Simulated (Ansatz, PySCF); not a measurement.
Gas-phase reaction 2 R1 → P1 + P2, each structure at its B3LYP-D3(BJ)/def2-TZVP stationary point, reached from a drawn start (curvature not checked).
P1: BBr3 (SMILES BrB(Br)Br), charge 0, multiplicity 1.
R1: BBr2 (SMILES Br[B]Br), charge 0, multiplicity 2.
P2: BBr (SMILES [B]Br), charge 0, multiplicity 1.

P less R. No zero-point or thermal terms; singlets are restricted closed shells; open shells are unrestricted; no spin–orbit coupling.

Correlated levels freeze the cores. In cc and def2 sets filled d and f shells under p-block atoms count as core.

The values were computed with Ansatz (an electronic-structure program) with Gaussian orbitals; PySCF for the D3/D4 terms. No computed number here is a measurement.

```json
[
 {"level": "BLYP-D4/def2-TZVPP", "reaction energy (eV)": "-1.245"},
 {"level": "revPBE-D3(BJ)/def2-TZVPP", "reaction energy (eV)": "-1.125"},
 {"level": "revPBE-D4/def2-TZVPP", "reaction energy (eV)": "-1.137"},
 {"level": "B3LYP/def2-TZVPP", "reaction energy (eV)": "-1.189"},
 {"level": "PBE0/def2-TZVPP", "reaction energy (eV)": "-1.073"},
 {"level": "BHLYP-D3(BJ)/def2-TZVPP", "reaction energy (eV)": "-1.194"},
 {"level": "B2PLYP-D3(BJ)/def2-TZVPP", "reaction energy (eV)": "…"},
 {"level": "CCSD(T)/cc-pVDZ", "reaction energy (eV)": "…"},
 {"level": "CCSD(T)/cc-pVQZ", "reaction energy (eV)": "…"}
]
```

Q: Fill in the missing entries.

A: 
- B2PLYP-D3(BJ)/def2-TZVPP, reaction energy (eV): -1.312
- CCSD(T)/cc-pVDZ, reaction energy (eV): -1.558
- CCSD(T)/cc-pVQZ, reaction energy (eV): -1.536
